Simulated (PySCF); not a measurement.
Isomers of C4H10BBr, mass 148.006 u with the commonest isotopes. Level of theory: PBE0-D3(BJ)/def2-SVP geometry optimisation, gas phase in PySCF 2.14.0. One conformer each, none proved a minimum here; rigid rotors.

Task: Order these by dipole moment, smallest first.
A. `CC(C)(C)BBr`
B. `[CH3:1][B:2]([CH3:3])[CH2:4][CH2:5][Br:6]` with C1–B2–C4–C5 0°, B2–C4–C5–Br6 179°
C. BEt2Br (`CCB(Br)CC`)

Result: A (1.19 D), C (1.68 D), B (2.45 D).

Task: Order these by rotational constant A, largest first.
A. `[CH3:1][B:2]([CH3:3])[CH2:4][CH2:5][Br:6]` with C1–B2–C4–C5 0°, B2–C4–C5–Br6 179°
B. `CCB(Br)CC` (BEt2Br)
C. `CC(C)(BBr)C`

Result: A (6335 MHz), C (4514 MHz), B (2340 MHz).

Task: Order these by radius of gyration √(Σ m r²/M), largest first.
A. `CC(C)(C)BBr`
B. `CCB(Br)CC` (BEt2Br)
C. `[CH3:1][B:2]([CH3:3])[CH2:4][CH2:5][Br:6]` with C1–B2–C4–C5 0°, B2–C4–C5–Br6 179°

Result: C (2.289 Å), A (1.870 Å), B (1.827 Å).

```json
{"SMILES": "CB(C)CCBr", "point group": "Cs", "Ia (u·Å²)": "79.78", "Ib (u·Å²)": "701.91", "Ic (u·Å²)": "769.27", "κ": "-0.98", "μa (D)": "2.40", "μb (D)": "0.51", "μc (D)": "0.01"}
{"SMILES": "CCB(Br)CC", "point group": "near C2", "Ia (u·Å²)": "215.94", "Ib (u·Å²)": "285.70", "Ic (u·Å²)": "486.82", "κ": "0.12", "μa (D)": "0.04", "μb (D)": "1.68", "μc (D)": "0.04"}
{"SMILES": "CC(C)(C)BBr", "point group": "Cs", "Ia (u·Å²)": "111.96", "Ib (u·Å²)": "460.75", "Ic (u·Å²)": "461.88", "κ": "-1.00", "μa (D)": "1.18", "μb (D)": "0.10", "μc (D)": "0.00"}
```
